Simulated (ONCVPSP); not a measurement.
**Plane-wave convergence, ONCV potential for zirconium (Zr)**

ONCVPSP 4.0.1 input, shortened (lines: element, Z, core and valence counts, functional; n l f; lmax; l rc ep ncon nbas qcut; lloc lpopt rc5 dvloc0; l nproj debl; icmod fcfact rcfact), PBE, fully relativistic:

```
  Zr 40.00    6    4        4      upf
    1    0    2.00
    2    0    2.00
    2    1    6.00
    3    0    2.00
    3    1    6.00
    3    2   10.00
    4    0    2.00
    4    1    6.00
    4    2    2.00
    5    0    1.00
    2
    0    2.05    0.00    3    6    7.10
    1    2.00    0.00    5    9    7.00
    2    1.70    0.00    3    7    5.00
    4    5    1.70    0.00
    0    2    3.50
    1    2    3.80
    2    2    2.50
    3    5.50    1.05
```

Open shells are filled in proportion to 2j + 1.

Problem. For each optimised wave give the share of its norm inside rc, the residual kinetic energy above qcut (Ha) and the cutoffs (Ha) for errors of 10, 1, 0.1 and 0.01 mHa per electron.

Solution.

```csv
wave,norm inside rc,residual KE,10 mHa,1 mHa,0.1 mHa,0.01 mHa
4s,0.961,1.1e-07,10.2,14.1,17.3,19.7
5s,0.088,2.8e-08,7.3,13.0,16.9,19.8
4p j=3/2,0.890,3.7e-06,7.1,13.6,19.3,22.9
p projector 2 j=3/2,0.107,1.8e-05,7.7,15.5,21.4,29.1
4p j=1/2,0.902,3.3e-06,7.4,10.0,18.8,22.7
p projector 2 j=1/2,0.110,1.7e-05,8.0,12.3,21.2,28.3
4d j=5/2,0.375,2.0e-03,10.0,14.5,60.4,95.5
d projector 2 j=5/2,0.097,9.3e-03,12.4,17.1,42.6,74.9
4d j=3/2,0.382,2.2e-03,10.2,14.7,61.0,97.5
d projector 2 j=3/2,0.097,9.8e-03,12.5,17.2,43.5,75.2
```

The occupied waves need 15 Ha and 61 Ha for 1 and 0.1 mHa.
